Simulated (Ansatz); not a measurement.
`[F][Ga]([Cl])[Cl]` and `[F][GaH][Cl]` differ in one atom or group.

Ansatz, PBE0-D4/def2-TZVP geometries, multiplicity 1. 

Scalar relativity is left out up to krypton.

```json
{"property": "HOMO–LUMO gap (B3LYP/def2-TZVPP) / eV", "`[F][Ga]([Cl])[Cl]`": "7.07"}
{"property": "LUMO energy (ωB97M-V/def2-TZVPP) / eV", "`[F][Ga]([Cl])[Cl]`": "-0.03"}
{"property": "zero-point energy (PBE0-D4/def2-TZVP) / kJ/mol", "`[F][Ga]([Cl])[Cl]`": "12.3"}
{"property": "LUMO energy (PBE0/def2-TZVPP) / eV", "`[F][Ga]([Cl])[Cl]`": "-2.01"}
{"property": "HOMO–LUMO gap (ωB97M-V/def2-TZVPP) / eV", "`[F][Ga]([Cl])[Cl]`": "11.97"}
{"property": "HOMO energy (PBE0/def2-TZVPP) / eV", "`[F][Ga]([Cl])[Cl]`": "-9.73"}
```

(1) Give the same properties after the change, and the shifts. (Estimate.)

Answers

(1) Ansatz gave: 
| property | `[F][GaH][Cl]` | shift |
| --- | --- | --- |
| HOMO–LUMO gap (B3LYP/def2-TZVPP) / eV | 7.23 | 0.16 |
| LUMO energy (ωB97M-V/def2-TZVPP) / eV | 0.18 | 0.21 |
| zero-point energy (PBE0-D4/def2-TZVP) / kJ/mol | 26.5 | 14.2 |
| LUMO energy (PBE0/def2-TZVPP) / eV | -1.55 | 0.46 |
| HOMO–LUMO gap (ωB97M-V/def2-TZVPP) / eV | 11.81 | -0.16 |
| HOMO energy (PBE0/def2-TZVPP) / eV | -9.36 | 0.37 |

With PBE0 the HOMO rises by 0.37 eV and the LUMO rises by 0.46 eV, so the gap widens by about 0.09 eV. PBE moves the HOMO by 0.35 eV and ωB97M-V by 0.37 eV.

B3LYP here is the variant with VWN-RPA as its local correlation; programs differ in this.
